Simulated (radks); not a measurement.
Q: Spherical quantum dot in the effective-mass picture: electrons in a parabolic well V = omega^2 r^2 / 2 with omega = 0.244, with a point charge +2 (a donor) at the centre, all in effective atomic units (hartree* = m*/eps^2 hartree, bohr* = eps/m* bohr), one dielectric constant everywhere. Calculated with a radial shooting solver with Libxc functionals: non-relativistic Kohn-Sham, LDA (Slater exchange, Perdew-Wang correlation), spin-polarised, spherical densities. Levels are named by radial order and angular momentum (1s, 1p, 1d, 2s, ...), and open shells are averaged over m. At N = 4 the configuration is 1s2 1p(up 1, down 0) 2s(up 1, down 0). Does electron 5 go into 2s down or 1p down or 1p up?

A: Into 1p up. The total energies of the other choices lie higher by 0.0250 hartree* (2s down), 0.0464 hartree* (1p down).
